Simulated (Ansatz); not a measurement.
`F[SiH2]C[SiH2]F` + H₂ → `F[SiH2]C[SiH3]` + H–F  (hydrogenolysis of the Si–F bond)

Calculated with Ansatz (gas phase, PBE0-D4/def2-TZVP geometries, no zero-point term in ΔE). CCSD(T)/CBS is the MP2 limit (def2-TZVPP, def2-QZVPP) plus CCSD(T) − MP2 in def2-TZVPP, frozen cores. This one scheme is used for every species. Functionals use def2-TZVPP. HSE06 is defined as in plane-wave codes. Each species was taken in one conformer, which may not be the lowest.

```csv
level,ΔE (kcal/mol),difference from CCSD(T)/CBS
LDA (SPW92),25.6,-1.8
revPBE-D4,25.7,-1.7
r2SCAN,29.0,1.6
PBE0,25.4,-2.0
HSE06,25.3,-2.1
LC-ωPBE,26.6,-0.8
CCSD/def2-SVP,23.5,-3.9
CCSD(T)/def2-TZVPP,26.8,-0.6
MP2/def2-QZVPP,28.5,1.1
CCSD/CBS(def2),27.2,-0.2
CCSD(T)/CBS,27.4,0
```

Largest T1 diagnostic among the species: 0.011.

From r2SCAN to r2SCAN0 (25 % exact exchange), in def2-TZVPP and without D4, ΔE moves by −1.0 kcal/mol. Leaving LDA and LC-ωPBE aside and taking each functional with its dispersion term where it has one, the values, not all of them listed here, spread over 3.6 kcal/mol, from HSE06-D4 to r2SCAN-D4. At CCSD(T), def2-SVP lies −3.7 kcal/mol from the extrapolated value and def2-TZVPP −0.6 kcal/mol.

CCSD(T)/CBS has its own doubt, a few kJ/mol and more with outer-core shells, so smaller differences from it don't rank the levels.
